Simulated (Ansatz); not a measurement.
Computed with Ansatz on PBE0-D4/def2-TZVP structures; ΔE is electronic, products minus reactants. CBS: MP2 limit from def2 TZ/QZ plus the TZ coupled-cluster correction, frozen cores. DFT in def2-TZVPP. B3LYP here is the variant with VWN-RPA as its local correlation; programs differ in this. HSE06 is defined as in plane-wave codes. One conformer a species, not always the lowest.

Reaction (formal exchange of groups at a B–C bond): `CC(C)CB(Cl)Cl` + `F[SiH](F)F` → `F[Si](F)(F)B(Cl)Cl` + `CC(C)C`

Question: Is it downhill or uphill in electronic energy at CCSD(T)/CBS, and by how much? (An estimate is asked.)

Answer: Computed: Uphill: ΔE = +0.39 eV.

Question: What do these levels give: HSE06-D4, ωB97M-V, PBE, BLYP, PBE0, B3LYP, CCSD/def2-SVP, CCSD(T)/def2-SVP, SCS-MP2/def2-TZVPP, HF/def2-QZVPP, MP2/def2-QZVPP, CCSD/CBS(def2)? (Estimate.)

Answer: The calculation gave: HSE06-D4 0.29, ωB97M-V 0.39, PBE 0.21, BLYP 0.19, PBE0 0.28, B3LYP 0.26, CCSD/def2-SVP 0.39, CCSD(T)/def2-SVP 0.39, SCS-MP2/def2-TZVPP 0.43, HF/def2-QZVPP 0.39, MP2/def2-QZVPP 0.47, CCSD/CBS(def2) 0.39 eV.

Largest T1 diagnostic among the species: 0.013.

From r2SCAN to r2SCAN0 (25 % exact exchange), in def2-TZVPP and without D4, ΔE moves by +0.04 eV. Leaving LDA and LC-ωPBE aside and taking each functional with its dispersion term where it has one, the values, not all of them listed here, spread over 0.19 eV, from revPBE-D4 to ωB97M-V. LDA lies +0.12 eV from PBE without D4.
